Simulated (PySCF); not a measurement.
Compound: metal hydrosulfide, HKS.
Cartesian coordinates in Å at the PBE0-D3(BJ)/def2-SVP level; atoms count from 1:
```xyz
3
HKS angstrom
S     -0.6465    0.7226   -0.0100
K      1.9795   -0.2716   -0.0146
H     -1.3100   -0.4561   -0.0005
```

Computed with TDDFT B3LYP/def2-SVPD, vertical, gas phase, core orbitals frozen in the response (PySCF).

Ground-to-excited transition dipoles (e·a0, same axes as the geometry; the sign carries no meaning), for the states with f of 0.002 or more among the lowest 8:

| state | E (eV) | μx | μy | μz |
| --- | --- | --- | --- | --- |
| S1 | 2.209 | 0.002 | 0.002 | 0.411 |
| S2 | 2.663 | 1.264 | -0.502 | -0.002 |
| S4 | 3.785 | -0.413 | 0.052 | -0.002 |
| S5 | 3.891 | -0.067 | -0.643 | 0.003 |
| S6 | 3.897 | 0.000 | 0.023 | -0.236 |
| S7 | 3.927 | 0.002 | 0.011 | 0.992 |
| S8 | 4.120 | -0.195 | 0.192 | 0.000 |

(1) Work out the oscillator strengths.

(2) The point group is Cs. Which irreducible representation does each state belong to?

(3) What angle do the transition dipoles of S2 and S4 make?

(4) How is the summed strength of these states shared among x, y and z?

(5) What peak molar absorption coefficient would the strongest computed level give as a lone Gaussian band 0.3 eV wide at half height?

Answers

(1) f = (2/3) ΔE |μ|² with ΔE in hartree (27.2114 eV).

| state | \|μ\|² (au) | \|μ\| (D) | f |
| --- | --- | --- | --- |
| S1 | 0.169 | 1.04 | 0.009 |
| S2 | 1.849 | 3.46 | 0.121 |
| S4 | 0.173 | 1.06 | 0.016 |
| S5 | 0.418 | 1.64 | 0.040 |
| S6 | 0.056 | 0.60 | 0.005 |
| S7 | 0.984 | 2.52 | 0.095 |
| S8 | 0.075 | 0.70 | 0.008 |

(2) From a totally symmetric ground state, an allowed state transforms like the component of the dipole operator along its μ. Polarised normal to the mirror plane, so A″: S1, S6 and S7. Polarised in the mirror plane, so A′: S2, S4, S5 and S8.

(3) |cos θ| = |μa·μb| / (|μa| |μb|) = 0.97, so θ ≈ 15° (taken between 0 and 90°, since the signs are arbitrary).

(4) (2/3) Σ ΔE μα² gives 0.124 for x, 0.060 for y and 0.109 for z, 0.293 in all.

(5) ε(max) = 2.175×10⁸ f / FWHM, with the width in cm⁻¹. S2: 2.175×10⁸ × 0.1206 / 2420 ≈ 11000 L mol⁻¹ cm⁻¹.

The vertical ionisation energy (ΔSCF) is 7.13 eV, 3.01 eV above S8.
